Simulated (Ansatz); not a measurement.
Worked example: the step energy

An elementary step of Si2H7OF, closed shell (SiH₃OF ([OH][SiH2][F]) + SiH₄ → Si₂H₆O ([OH][SiH2][SiH3]) + HF; Si–F, H–Si broken or loosened, Si–Si, F–H formed or tightened). “Start” and “end” are the PBE0-D4/def2-TZVP structures reached by relaxing down either side of its saddle point, with the molecules still in contact.

Computed with Ansatz 0.2.0 (basis: def2-TZVPP and def2-QZVPP); correlated methods freeze the cores.

Energies in eV:

| quantity | end | start |
| --- | --- | --- |
| Hartree–Fock, triple zeta (X = 3) | -20582.17340 | -20584.09532 |
| Hartree–Fock, quadruple zeta (X = 4) | -20582.89835 | -20584.85088 |
| MP2 correlation, X = 3 | -21.06990 | -20.74512 |
| MP2 correlation, X = 4 | -22.84321 | -22.49399 |
| CCSD(T) correlation, X = 3 | -23.02235 | -22.63919 |

Task: Work out the step energy at the basis limit: extrapolate Hartree–Fock as E(X) = E∞ + A exp(−7.88 √X) and the MP2 correlation as E(X) = E∞ + B X^−2.97 (the exponents that Neese and Valeev fitted for def2-TZVPP and QZVPP), then add CCSD(T) − MP2 in triple zeta.

Result: Each step is linear, so take the differences first (end − start): Hartree–Fock 1.92192 (X = 3) and 1.95253 (X = 4); MP2 correlation -0.32478 and -0.34922; CCSD(T) correlation -0.38316.
Two points give E∞ = E(4) + w [E(4) − E(3)], with w = 1/(exp(7.88 (2 − √3)) − 1) = 0.1377 for Hartree–Fock and w = 1/((4/3)^2.97 − 1) = 0.7407 for the correlation.
Hartree–Fock: 1.95253 + 0.1377 × 0.03061 = 1.9567 eV.
MP2 correlation: -0.34922 + 0.7407 × (-0.02444) = -0.3673 eV.
CCSD(T) − MP2: -0.38316 − (-0.32478) = -0.0584 eV.
Sum: 1.9567 + (-0.3673) + (-0.0584) = 1.5310 eV, or 35.31 kcal/mol. Plain CCSD(T) in triple zeta gives 1.5388 eV, so the larger basis shifts the result by -0.0078 eV.

The T1 diagnostic stays at or below 0.014.

Labels in which every atom is bracketed show which atoms are joined, not bond orders.

For scale, one of the runs: CCSD(T)/def2-TZVPP, 244 basis functions, launched by `ansatz run in.yaml --threads 4 --pin off --events-out ev --progress --plain --max-ram 9574MiB`. Hardware: 4 CPU threads of an Intel Xeon, shared host. Wall time 2.8 min; peak host memory 4.7 GiB.
